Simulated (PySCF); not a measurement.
SMILES O=CC[SiH3], PBE0/def2-SVP optimised geometry.

```
10

O      1.47    -0.56     0.00
C      0.27    -0.56     0.00
C     -0.58     0.67     0.00
Si    -1.22     1.11     1.74
H     -0.30    -1.52     0.03
H     -1.47     0.52    -0.63
H      0.00     1.52    -0.37
H     -0.07     1.43     2.64
H     -2.13     2.29     1.63
H     -1.98    -0.05     2.31
```

Density from PBE0/def2-TZVP (PySCF) at that geometry.

Minimum of the electron density along straight lines between bonded atoms, close to the bond critical point (lines longer than 1.1 times the sum of covalent radii, or with two minima, are not listed):

```
bond     length / Å  ρ at the minimum / e bohr⁻³  ∇²ρ there / e bohr⁻⁵  position (fraction from the first atom)
-------  ----------  ---------------------------  --------------------  ---------------------------------------
O1–C2         1.202                        0.427                   [?]                                     0.67
C2–C3         1.495                        0.264                   [?]                                     0.51
C3–Si4        1.903                          [?]                  0.16                                     0.61
C2–H5         1.123                        0.270                 -0.93                                     0.65
C3–H6         1.103                        0.266                 -0.87                                     0.64
C3–H7         1.101                        0.269                 -0.89                                     0.65
Si4–H8        1.491                        0.120                  0.15                                     0.49
Si4–H9        1.493                        0.120                  0.16                                     0.49
Si4–H10       1.494                        0.119                  0.15                                     0.49
```

Problem. Fill in the missing entries.

Solution. 
- O1–C2, ∇²ρ there / e bohr⁻⁵: 0.05
- C2–C3, ∇²ρ there / e bohr⁻⁵: -0.69
- C3–Si4, ρ at the minimum / e bohr⁻³: 0.112
